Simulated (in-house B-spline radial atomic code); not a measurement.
Configurations of I⁵⁺, with energies counted from [Kr] 4d10 5s2. Level of theory: Dirac-Hartree-Fock, average of configuration, Fermi nucleus of rms radius 4.75 fm; calculated with an all-electron radial atomic-structure program (B-spline basis). Energies include first-order Breit, QED and recoil terms.

Occupations are held fixed; configurations that lie above the ionisation limit could autoionise.

| configuration | E - E(ref) (eV) | highest orbital | its <r> (bohr) |
| --- | --- | --- | --- |
| [Kr] (4d3/2)4 (4d5/2)5 5s2 (7p3/2)1 | 97.578 | 7p3/2 | 5.984 |
| [Kr] (4d3/2)4 (4d5/2)5 5s2 (5g9/2)1 | 98.029 | 5g9/2 | 4.509 |
| [Kr] (4d3/2)4 (4d5/2)5 5s2 8s1 | 102.38 | 8s1/2 | 8.018 |
| [Ar] 3d10 4s2 (4p1/2)2 (4p3/2)3 4d10 5s2 (9p1/2)1 | 193.28 | 9p1/2 | 11.82 |
| [Ar] 3d10 4s2 (4p1/2)1 (4p3/2)4 4d10 5s2 (9g7/2)1 | 208.51 | 9g7/2 | 18.38 |
| [Ar] (3d3/2)3 (3d5/2)6 4s2 4p6 4d10 5s2 (6p3/2)1 | 670.04 | 6p3/2 | 3.72 |
| [Ar] (3d3/2)4 (3d5/2)5 4s2 4p6 4d10 5s2 (9d3/2)1 | 682.12 | 9d3/2 | 13.44 |

Order these further configurations by energy, lowest first.
A. [Ar] 3d10 4s2 (4p1/2)1 (4p3/2)4 4d10 5s2 (6f5/2)1
B. [Kr] 4d10 5s1 (5g9/2)1
C. [Ar] 3d10 4s2 (4p1/2)2 (4p3/2)3 4d10 5s2 (5f7/2)1
D. [Kr] (4d3/2)3 (4d5/2)6 5s2 (9d5/2)1
E. [Ar] 3d10 4s2 (4p1/2)1 (4p3/2)4 4d10 5s2 (5g9/2)1

B (52.548 eV), D (110.71 eV), C (178.16 eV), E (194.89 eV), A (197.72 eV).

How far above the reference does [Kr] (4d3/2)4 (4d5/2)5 5s2 (6g9/2)1 lie?

104.03 eV; its least bound orbital is 6g9/2 with <r> = 7.219 bohr.

How far above the reference does [Kr] (4d3/2)3 (4d5/2)6 5s2 (5f7/2)1 lie?

94.135 eV; its least bound orbital is 5f7/2 with <r> = 3.74 bohr.
